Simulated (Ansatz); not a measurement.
`BCO[SiH2][SiH3]` + `C[SiH2]Cl` → `BCC[SiH2]Cl` + `O[SiH2][SiH3]`  (formal exchange of groups at a C–O bond)

Isolated molecules relaxed with PBE0-D4/def2-TZVP in Ansatz; ΔE leaves out vibrations. CCSD(T)/CBS is the MP2 limit (def2-TZVPP, def2-QZVPP) plus CCSD(T) − MP2 in def2-TZVPP, frozen cores. DFT in def2-TZVPP. B3LYP here is the variant with VWN-RPA as its local correlation; programs differ in this. HSE06 is defined as in plane-wave codes. Each species was taken in one conformer, which may not be the lowest.

`BCO[SiH2][SiH3]`:

```xyz
14

B    -1.466    2.367   -0.587
C    -1.001    0.994   -0.042
O     0.319    0.960    0.463
Si    0.982   -0.411    1.095
Si    1.191   -2.126   -0.499
H    -0.753    3.324   -0.583
H    -2.579    2.440   -1.021
H    -1.140    0.255   -0.853
H    -1.729    0.676    0.727
H     0.144   -0.916    2.224
H     2.316   -0.020    1.615
H    -0.138   -2.519   -1.045
H     2.053   -1.701   -1.636
H     1.801   -3.322    0.143
```

`C[SiH2]Cl`:

```xyz
8

C     0.816    0.373    0.465
Si   -0.598   -0.358   -0.490
Cl   -2.364   -0.025    0.521
H     1.756    0.198   -0.066
H     0.890   -0.080    1.455
H     0.685    1.451    0.587
H    -0.450   -1.826   -0.644
H    -0.734    0.267   -1.828
```

`BCC[SiH2]Cl`:

Z-matrix (Å, degrees):
```
C
C 1 1.530
B 1 1.549 2 118.4
H 1 1.097 2 111.7 3 -131.5
H 1 1.109 2 109.7 3 115.3
Si 2 1.864 1 114.3 3 -170.8
H 2 1.095 1 110.5 3 -48.3
H 2 1.097 1 110.4 3 68.3
H 3 1.199 1 121.3 2 16.3
H 3 1.198 1 119.9 2 -167.2
Cl 6 2.065 2 109.0 1 59.1
H 6 1.485 2 111.4 1 -58.6
H 6 1.484 2 112.2 1 177.9
```

`O[SiH2][SiH3]`:

Z-matrix (Å, degrees):
```
Si
Si 1 2.347
O 1 1.654 2 112.4
H 1 1.484 2 110.6 3 117.6
H 1 1.493 2 108.5 3 -123.5
H 2 1.489 1 110.0 3 177.8
H 2 1.491 1 110.1 3 58.6
H 2 1.488 1 111.4 3 -61.5
H 3 0.958 1 117.6 2 -58.8
```

```
             level  ΔE (kJ/mol)  difference from CCSD(T)/CBS
            PBE-D4        -36.8                          6.1
           BLYP-D4        -30.0                         12.9
           PBE0-D4        -39.3                          3.6
          B3LYP-D4        -32.2                         10.7
      CAM-B3LYP-D4        -32.0                         10.9
           ωB97M-V        -37.9                          5.0
             HSE06        -38.6                          4.3
             BHLYP        -32.1                         10.8
     CCSD/def2-SVP        -34.2                          8.7
SCS-MP2/def2-TZVPP        -41.1                          1.8
       CCSD(T)/CBS        -42.9                            0
```

Q: What do rigid-rotor, harmonic-oscillator terms from PBE0-D4/def2-TZVP frequencies (298.15 K, 1 bar) make of the CCSD(T)/CBS value? (An estimate is asked.)

A: The calculation gave: ΔZPE = +1.3 kJ/mol, ΔH = -41.7 kJ/mol, ΔS = -5 J/(mol·K), ΔG = -40.2 kJ/mol. Modes under 50 cm⁻¹ make the entropy rough.

Largest T1 diagnostic among the species: 0.012.

Leaving LDA and LC-ωPBE aside and taking each functional with its dispersion term where it has one, the values, not all of them listed here, spread over 12.6 kJ/mol, from PBE-QIDH to BLYP-D4. From BLYP to BHLYP (50 % exact exchange), in def2-TZVPP and without D4, ΔE moves by −4.0 kJ/mol.

CCSD(T)/CBS has its own doubt, a few kJ/mol and more with outer-core shells, so smaller differences from it don't rank the levels.
